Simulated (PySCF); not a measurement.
NMR problem set

PySCF 2.14.0 with density-fitted response routines calculation with GIAO PBE0/pcSseg-1 shieldings and GFN2-xTB geometry; no relativistic terms, rapidly exchanging positions averaged, in vacuum, single conformer.

δ = σ(ref) − σ, references computed at the same level: 1H (31.72 ppm) and 13C (186.93 ppm) vs TMS. Splittings of carbon signals by F and P are missing where no couplings were computed. Where no couplings were computed, multiplicities follow the n + 1 count of equivalent neighbours, and m marks all less simple cases (inequivalent or close neighbours, rings, F or P nearby). Shifts are as computed. Against solution values, carbons near 30 ppm lie about +3 ppm off and those near 130 ppm about +5 ppm. Of 1211 compounds with measured shifts, 218 miss one by over three times the rms of a fit or turn the order of signals round; such compounds aren't used in these exercises.

Problem. C5H3F7. 1H NMR (400 MHz, computed): δ 6.40 (m, 1H), 6.37 (m, 1H), 6.28 (m, 1H). 13C{1H} NMR (computed): δ 135.5 (CH2), 135.5 (CH), 127.9 (C), 122.8 (C), 116.5 (C). Give a structure.

Solution. 3,3,4,4,5,5,5-heptafluoropent-1-ene. The formula gives 1 degree of unsaturation (no ring in the answer). 5 carbon signals for 5 carbons: no two carbons are equivalent. Carbon types of the structure: 3 × C, 1 × CH, 1 × CH2, which accounts for all hydrogens. δC 135.5: terminal =CH2 carbon; an sp2 carbon of a C=C bond. δC 127.9: CF3 carbon; 3 electronegative neighbours deshield it. δC 122.8: allylic fully substituted sp3 carbon bonded to 2 F; 2 electronegative neighbours deshield it. δC 116.5: fully substituted sp3 carbon bonded to 2 F; 2 electronegative neighbours deshield it.

This is the structure that produced the data.

Problem. C7H5P3. 1H NMR (300 MHz, computed): δ 10.94 (m, 1H), 7.78 (m, 1H), 7.73 (m, 1H), 5.75 (m, 1H), 4.80 (s, 1H). 13C{1H} NMR (computed): δ 207.6 (C), 191.0 (CH), 187.2 (C), 150.7 (CH), 119.9 (CH2), 112.6 (CH), 92.2 (C). What is it?

Solution. SMILES c1(C#C)pcpc(C=C)p1. 7 carbon signals for 7 carbons: no two carbons are equivalent. Carbon types of the structure: 3 × C, 3 × CH, 1 × CH2, which accounts for all hydrogens. δC 150.7: alkene CH; as expected for a trigonal carbon in a double bond. δC 119.9: terminal =CH2 carbon; as expected for a trigonal carbon in a double bond. δC 92.2: alkyne carbon; sp carbons lie upfield of alkene carbons because the cylindrical π system leaves one tensor component strongly shielded. δH 10.94: hydrogen on an aromatic CH; ring-current deshielding.

This is the structure that produced the data.

Problem. C5H11FOSi. 1H NMR (500 MHz, computed): δ 4.82 (m, 1H), 4.55 (m, 1H), 4.36 (m, 1H), 4.27 (m, 1H), 3.90 (m, 1H), 3.47 (m, 1H), 3.03 (m, 1H), 1.48 (m, 1H), 0.96 (d, 3H). 13C{1H} NMR (computed): δ 85.9 (CH), 78.7 (CH2), 78.0 (CH2), 17.4 (CH), 15.3 (CH3). Give a structure.

Solution. `InChI=1S/C5H11FOSi/c1-4-2-7-3-5(6)8-4/h4-5H,2-3,8H2,1H3/t4-,5+/m1/s1`. Rings plus π bonds: 1 (1 ring in the answer). 5 carbon signals for 5 carbons: no two carbons are equivalent. Carbon types of the structure: 2 × CH, 2 × CH2, 1 × CH3, leaving 2 H on heteroatoms. δC 85.9: sp3 CH bonded to F and Si; deshielded by the electronegative neighbour. δC 78.7, 78.0: sp3 CH2 bonded to O; deshielded by the electronegative neighbour. δH 4.82, 4.36, 3.47, 3.03: hydrogen on an sp3 CH2 bonded to O; its carbon carries O, hence the downfield position. δH 4.55: hydrogen on an sp3 CH bonded to F and Si; its carbon carries F, hence the downfield position.

This is the structure that produced the data.
